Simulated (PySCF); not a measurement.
GeF₂: from structure and modes to constants

Level of theory: PySCF, B3LYP, basis Ge def2-TZVP, F def2-TZVP (no relativity, density fitting).

The singlet minimum has C2v symmetry. Masses (u): Ge 73.92118, F 18.99840.

```xyz
3
charge 0 multiplicity 1, angstrom
Ge    0.3922    0.0000    0.0000
F    -0.7684    0.0000    1.3211
F    -0.7684    0.0000   -1.3211
```

Harmonic wavenumbers (cm⁻¹): 252.1 (a1, ×1), 647.5 (b2, ×1), 673.6 (a1, ×1).

Q: Find the principal moments of inertia and the rotational constants. What kind of rotor is it?

A: About the centre of mass I = 33.804, 66.314, 100.12 u Å². With B = 16.8576/I this gives 0.4987, 0.2542, 0.1684 cm⁻¹. The molecule is an asymmetric top with κ = -0.48.

Q: What is the harmonic zero-point energy?

A: Half the sum of all 3 wavenumbers, 1573/2 = 787 cm⁻¹, which is 9.4 kJ/mol (1 cm⁻¹ = 0.0119627 kJ/mol).

Q: Find the vibrational entropy and heat capacity at 298.15 K.

A: With u = 1.43878 ω/T, each mode gives S = R[u/(eᵘ−1) − ln(1−e⁻ᵘ)] and C = R u² eᵘ/(eᵘ−1)².
```csv
ω (cm⁻¹),u,S (J/(mol K)),C (J/(mol K))
252.1,1.216,7.18,7.36
647.5,3.125,1.57,3.90
673.6,3.251,1.42,3.68
```
The sums over all modes are S = 10.2 and C = 14.9 J/(mol K); the softest mode gives 71 % of the entropy.
